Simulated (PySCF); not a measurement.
**SnSb at r²SCAN**

Computed with r²SCAN; PySCF, scalar-relativistic core potentials, basis sets Sn def2-SVP with ECP28, Sb def2-SVP with ECP28.

```json
{
  "state": "²Π (doublet), unpaired electrons π ↑",
  "bond length": "264.6 pm",
  "harmonic wavenumber": "222 cm⁻¹",
  "force constant": "1.75 mdyn/Å",
  "rotational constant Be": "0.03999 cm⁻¹",
  "anharmonicity ωexe": "0.736 cm⁻¹",
  "vibration–rotation constant αe": "0.000124 cm⁻¹",
  "well depth De to Sn + Sb": "2.31 eV",
  "dissociation energy D0": "2.30 eV",
  "bond order (Mayer)": "2.25",
  "dipole moment (positive dipole means Sn(−)Sb(+))": "-1.18 D"
}
```

These are scalar-relativistic numbers at best; spin–orbit coupling would shift them, the dissociation energy most. The state is the lowest determinant that a PBE0 search found; another state may lie lower at other levels.
